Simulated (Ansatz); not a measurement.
Steps of a relaxation of `OB(F)[NH][GeH3]` with RKS PBE-D4/def2-SVP.

```sh
$ ansatz run in.yaml --threads 4 --pin off --events-out ev --progress --plain --max-ram 10444MiB
```

```yaml
crystal:
  periodic: [false, false, false]
  atoms:
    - {symbol: O, position_ang: [-2.013500, 0.742600, 1.111800]}
    - {symbol: B, position_ang: [-0.716000, 0.907900, 0.556800]}
    - {symbol: F, position_ang: [0.272200, 1.608100, 1.300900]}
    - {symbol: N, position_ang: [-0.325800, 0.372300, -0.830800]}
    - {symbol: Ge, position_ang: [0.934200, -0.938500, -0.653000]}
    - {symbol: H, position_ang: [-2.053000, -0.052000, 1.598000]}
    - {symbol: H, position_ang: [0.032800, 1.147500, -1.382000]}
    - {symbol: H, position_ang: [1.326700, -1.494600, -2.034300]}
    - {symbol: H, position_ang: [0.424900, -2.055700, 0.323100]}
    - {symbol: H, position_ang: [2.200500, -0.288700, 0.012500]}
basis:
  gaussian: {orbitals: def2-SVP}
hamiltonian: {xc: pbe, dispersion: d4}
relax: {f_tol: 0.03, max_steps: 200}
```

Positions (Å) and forces (eV/Å) along the path, 14 of 26 steps:

```xyz
10
step=1 energy=-63504.1467 eV
O    -2.014    0.743    1.112    2.277    2.073   -1.811
B    -0.716    0.908    0.557    0.262    0.228   -0.270
F     0.272    1.608    1.301   -1.842   -1.011   -1.155
N    -0.326    0.372   -0.831   -1.739    0.961    2.318
Ge    0.934   -0.939   -0.653    1.205   -0.496    0.408
H    -2.053   -0.052    1.598   -0.387   -1.964    1.334
H     0.033    1.147   -1.382    0.407    0.351   -0.345
H     1.327   -1.495   -2.034   -0.094   -0.113   -0.142
H     0.425   -2.056    0.323   -0.108    0.230   -0.250
H     2.200   -0.289    0.013    0.019   -0.259   -0.087
10
step=2 energy=-63504.4780 eV
O    -2.007    0.715    1.090    1.045   -0.088   -0.267
B    -0.738    0.901    0.554    0.290    0.811   -0.262
F     0.138    1.736    1.246   -0.940   -0.784   -0.632
N    -0.314    0.379   -0.777   -0.545    0.504    1.018
Ge    0.999   -0.926   -0.647    0.302   -0.508    0.072
H    -2.040   -0.065    1.661   -0.266   -0.146    0.229
H     0.053    1.161   -1.333    0.192    0.114   -0.059
H     1.290   -1.515   -2.052   -0.022    0.083   -0.001
H     0.375   -2.032    0.256    0.064    0.083   -0.012
H     2.327   -0.404    0.004   -0.120   -0.070   -0.085
10
step=3 energy=-63504.5909 eV
O    -1.982    0.615    1.069    0.322   -0.856    0.407
B    -0.782    0.980    0.493    0.284   -0.300    0.790
F     0.004    1.850    1.201   -0.405    0.085   -0.383
N    -0.283    0.437   -0.755    0.199    0.435   -0.335
Ge    0.985   -0.950   -0.625   -0.225   -0.129   -0.124
H    -1.910   -0.147    1.701   -0.166    0.849   -0.542
H     0.155    1.203   -1.301    0.080   -0.216    0.120
H     1.229   -1.510   -2.056   -0.021    0.072    0.100
H     0.323   -2.030    0.275    0.029    0.042   -0.002
H     2.343   -0.499    0.002   -0.099    0.017   -0.031
10
step=6 energy=-63504.9885 eV
O    -1.884    0.284    0.995    1.223   -0.854    1.330
B    -0.794    0.983    0.470   -0.438    0.315    0.056
F    -0.433    2.184    1.038   -0.247   -0.554   -0.224
N    -0.115    0.556   -0.725    0.382    0.302    0.204
Ge    0.913   -1.025   -0.666   -0.149    0.242   -0.010
H    -1.698   -0.106    1.912   -0.478    0.989   -1.462
H     0.471    1.318   -1.123   -0.229   -0.324    0.226
H     1.138   -1.553   -2.101   -0.046   -0.053   -0.053
H     0.202   -2.054    0.244   -0.078    0.030   -0.053
H     2.283   -0.638   -0.040    0.060   -0.093   -0.015
10
step=7 energy=-63505.2022 eV
O    -1.808    0.163    0.965    0.711   -0.462    0.864
B    -0.816    0.985    0.456   -0.108    0.201    0.053
F    -0.624    2.229    0.998   -0.160   -0.344   -0.141
N    -0.014    0.595   -0.661    0.213    0.179    0.050
Ge    0.922   -1.040   -0.669   -0.084    0.348   -0.123
H    -1.685   -0.035    1.931   -0.362    0.507   -0.869
H     0.536    1.376   -1.059   -0.105   -0.306    0.167
H     1.053   -1.577   -2.121   -0.048   -0.004    0.065
H     0.179   -2.017    0.264   -0.071   -0.016   -0.021
H     2.339   -0.731   -0.101    0.014   -0.102   -0.044
10
step=9 energy=-63505.4558 eV
O    -1.597   -0.033    0.976    0.199    0.329    0.808
B    -0.795    0.971    0.458   -0.273    0.058    0.164
F    -0.889    2.248    0.932   -0.050   -0.319   -0.077
N     0.116    0.655   -0.582    0.057   -0.093    0.136
Ge    0.926   -1.021   -0.657    0.150   -0.193   -0.217
H    -1.840    0.121    1.923    0.019    0.069   -0.836
H     0.660    1.407   -1.013   -0.091    0.085    0.082
H     0.877   -1.540   -2.121    0.036   -0.015    0.018
H     0.218   -2.006    0.296   -0.064    0.091   -0.015
H     2.408   -0.852   -0.211    0.018   -0.010   -0.062
10
step=12 energy=-63505.5981 eV
O    -1.426   -0.037    1.230   -0.406   -0.074    0.412
B    -0.777    0.945    0.542    0.270   -0.032   -0.251
F    -1.219    2.230    0.609    0.057   -0.063    0.015
N     0.360    0.624   -0.251   -0.016    0.533   -0.350
Ge    1.013   -1.064   -0.685    0.025    0.087    0.044
H    -2.147    0.333    1.776    0.101   -0.090   -0.105
H     0.710    1.411   -0.819   -0.006   -0.285    0.206
H     0.674   -1.405   -2.167    0.004    0.001    0.048
H     0.335   -2.050    0.288    0.047   -0.037   -0.015
H     2.561   -1.037   -0.519   -0.077   -0.040   -0.004
10
step=15 energy=-63505.6184 eV
O    -1.496   -0.050    1.166   -0.003    0.080   -0.017
B    -0.783    0.939    0.532    0.016   -0.099   -0.027
F    -1.132    2.240    0.717   -0.014   -0.005    0.013
N     0.312    0.628   -0.316    0.040    0.060    0.006
Ge    1.006   -1.058   -0.691   -0.007   -0.004   -0.005
H    -2.211    0.329    1.708    0.013   -0.011   -0.004
H     0.786    1.427   -0.746   -0.025   -0.050    0.011
H     0.608   -1.508   -2.128    0.010    0.021    0.045
H     0.436   -2.031    0.363    0.018    0.007   -0.013
H     2.557   -0.968   -0.603   -0.048    0.001   -0.010
10
step=17 energy=-63505.6207 eV
O    -1.542   -0.055    1.095    0.038    0.135   -0.024
B    -0.780    0.943    0.532   -0.046   -0.114   -0.030
F    -1.113    2.245    0.743   -0.011   -0.048    0.023
N     0.344    0.634   -0.277    0.058    0.108   -0.005
Ge    1.006   -1.059   -0.680    0.046   -0.054   -0.017
H    -2.270    0.313    1.625    0.024   -0.008   -0.014
H     0.846    1.433   -0.676   -0.043   -0.092    0.038
H     0.489   -1.541   -2.072    0.037    0.032    0.107
H     0.541   -2.024    0.440    0.045    0.060   -0.076
H     2.562   -0.941   -0.726   -0.148   -0.019   -0.003
10
step=18 energy=-63505.6226 eV
O    -1.564   -0.058    1.057    0.048    0.140   -0.065
B    -0.785    0.945    0.523    0.015   -0.130    0.077
F    -1.111    2.244    0.752   -0.034   -0.025   -0.007
N     0.368    0.640   -0.248   -0.037    0.033   -0.008
Ge    1.007   -1.056   -0.672    0.066   -0.094   -0.037
H    -2.298    0.306    1.583    0.032   -0.006   -0.029
H     0.879    1.436   -0.635   -0.001   -0.027    0.014
H     0.425   -1.554   -2.036    0.045    0.046    0.135
H     0.600   -2.017    0.476    0.047    0.072   -0.095
H     2.561   -0.938   -0.796   -0.181   -0.009    0.015
10
step=19 energy=-63505.6252 eV
O    -1.585   -0.060    1.016    0.135    0.137   -0.047
B    -0.777    0.945    0.529   -0.069   -0.131   -0.054
F    -1.110    2.241    0.758   -0.006    0.000    0.036
N     0.389    0.644   -0.224   -0.100   -0.022    0.075
Ge    1.006   -1.056   -0.663    0.079   -0.086   -0.057
H    -2.328    0.301    1.531    0.023    0.000   -0.025
H     0.912    1.438   -0.596    0.024    0.009    0.005
H     0.360   -1.564   -1.993    0.047    0.041    0.138
H     0.665   -2.012    0.510    0.035    0.068   -0.095
H     2.551   -0.929   -0.866   -0.169   -0.015    0.024
10
step=24 energy=-63505.6399 eV
O    -1.645   -0.061    0.823   -0.040    0.026    0.044
B    -0.772    0.955    0.513   -0.017    0.002   -0.051
F    -1.092    2.238    0.825    0.006   -0.020    0.014
N     0.450    0.657   -0.139    0.005    0.004    0.007
Ge    1.001   -1.053   -0.626    0.003    0.001   -0.003
H    -2.440    0.274    1.272    0.034   -0.021   -0.023
H     1.069    1.434   -0.374    0.013    0.005    0.001
H     0.081   -1.632   -1.733   -0.002    0.007    0.014
H     0.987   -1.980    0.615    0.008    0.005   -0.013
H     2.444   -0.882   -1.172   -0.010   -0.008    0.010
10
step=25 energy=-63505.6406 eV
O    -1.652   -0.060    0.791   -0.048    0.008    0.012
B    -0.774    0.958    0.505    0.034   -0.013    0.024
F    -1.092    2.236    0.833   -0.008    0.001   -0.008
N     0.460    0.660   -0.125    0.009    0.027   -0.024
Ge    1.000   -1.052   -0.620    0.017    0.001    0.006
H    -2.456    0.268    1.229    0.025   -0.008   -0.017
H     1.096    1.432   -0.331   -0.018   -0.016    0.006
H     0.035   -1.640   -1.683    0.000    0.006    0.008
H     1.044   -1.973    0.625    0.003    0.002   -0.014
H     2.420   -0.878   -1.222   -0.014   -0.008    0.007
10
step=26 energy=-63505.6408 eV
O    -1.655   -0.060    0.780   -0.022    0.001    0.012
B    -0.773    0.958    0.506    0.014   -0.013   -0.008
F    -1.093    2.235    0.836   -0.003    0.005    0.002
N     0.463    0.661   -0.119    0.018    0.016   -0.005
Ge    1.001   -1.051   -0.617    0.004   -0.009   -0.008
H    -2.463    0.267    1.211    0.015    0.000   -0.009
H     1.104    1.432   -0.318   -0.017   -0.012    0.009
H     0.018   -1.638   -1.662    0.004    0.000    0.007
H     1.069   -1.974    0.627   -0.003    0.008   -0.005
H     2.412   -0.881   -1.240   -0.010    0.004    0.004
```

Run time 36 s (4 threads of an Arm Neoverse V2 on a shared host); peak host memory 0.18 GiB.
